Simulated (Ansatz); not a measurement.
Reaction (formal exchange of groups at the Si–Si bond): `[SiH3][SiH2][GeH2][SiH2][GeH3]` + GeH₄ → `[GeH3][SiH2][GeH2][SiH2][GeH3]` + SiH₄

Computed with Ansatz on PBE0-D4/def2-TZVP structures; ΔE is electronic, products minus reactants. CCSD(T)/CBS is the MP2 limit (def2-TZVPP, def2-QZVPP) plus CCSD(T) − MP2 in def2-TZVPP, frozen cores. This one scheme is used for every species. DFT in def2-TZVPP. For Ge outer-core shells are correlated without core-valence functions, which leaves a few kJ/mol of doubt a bond. Scalar relativity is left out up to krypton. Each species was taken in one conformer, which may not be the lowest.

```json
{"level": "r2SCAN0-D4", "ΔE (kcal/mol)": "-3.3"}
{"level": "LC-ωPBE", "ΔE (kcal/mol)": "-2.7"}
```

Task: What does CCSD(T)/CBS give? (Best estimate.)

Result: Computed: -4.1 kcal/mol. The listed levels differ from it by 0.8, 1.4 kcal/mol.

Largest T1 diagnostic among the species: 0.013.

At CCSD(T), def2-SVP lies +0.8 kcal/mol from the extrapolated value and def2-TZVPP −0.0 kcal/mol. Leaving LDA and LC-ωPBE aside and taking each functional with its dispersion term where it has one, the values, not all of them listed here, spread over 2.6 kcal/mol, from ωB97M-V to B97M-V.
